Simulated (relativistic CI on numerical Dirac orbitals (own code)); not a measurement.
Ta⁴⁺: O2,3 absorption edge

Computed with this model: Dirac-Coulomb-Breit CI, KLI orbitals optimised for each configuration, a model potential for QED, valence Slater integrals scaled by 0.9, multiplet model of core-to-valence dipole absorption; configurations [Xe] 4f14 5d → [Kr] 4d10 4f14 5s2 5p5 5d2; 10 K; Lorentzian 1.5 eV and Gaussian 0.3 eV FWHM. Energies are those of the free ion, without screening or charge transfer. The branching ratio is the share of the lower-energy edge in the whole absorption, uncertain by about 0.02 where the edges overlap. S is read from ⟨S²⟩ = S(S + 1).

Field parameters in Wybourne normalisation: Oh B⁴₀ = 21Dq, B⁴₄ = √(5/14) B⁴₀; Td as Oh with Dq negative (B⁴₀ = 21Dq, B⁴₄ = √(5/14) B⁴₀). The field is a parameter set, without covalency.

free ion: ground-state S = 0.50, centroid 48.03 eV. Peaks (eV, height): 40.5 (38), 42.5 (33), 46.8 (70), 49.5 (24), 52.8 (100).

Td, 10Dq = -18950 cm⁻¹: ground-state S = 0.50, centroid 48.53 eV. Peaks (eV, height): 41.8 (39), 44.5 (25), 48.0 (39), 49.0 (40), 51.5 (100).

Td, 10Dq = -14700 cm⁻¹: ground-state S = 0.50, centroid 48.46 eV. Peaks (eV, height): 41.5 (44), 45.0 (23), 47.8 (46), 51.2 (100), 52.8 (80).

Td, 10Dq = -7150 cm⁻¹: ground-state S = 0.50, centroid 48.26 eV. Peaks (eV, height): 40.8 (44), 47.0 (61), 51.2 (73), 52.5 (100).

Oh, 10Dq = 32700 cm⁻¹: ground-state S = 0.50, centroid 48.45 eV. Peaks (eV, height): 37.8 (14), 42.0 (31), 45.2 (49), 49.0 (47), 52.5 (100).

Oh, 10Dq = 20150 cm⁻¹: ground-state S = 0.50, centroid 48.35 eV. Peaks (eV, height): 41.8 (45), 45.5 (41), 48.0 (48), 52.2 (100).

Strongest unbroadened transitions for Oh, 10Dq = 32700 cm⁻¹:

```tsv
Energy (eV)	Relative strength
41.76	12.7
42.31	12.9
44.51	10.6
45.28	28.7
45.43	13.6
46.75	7.3
47.29	9.4
48.53	13.5
48.99	17.0
49.26	10.0
49.32	9.5
50.14	16.5
51.32	7.8
51.78	48.2
52.03	31.9
52.77	100.0
54.77	25.2
56.92	8.5
```
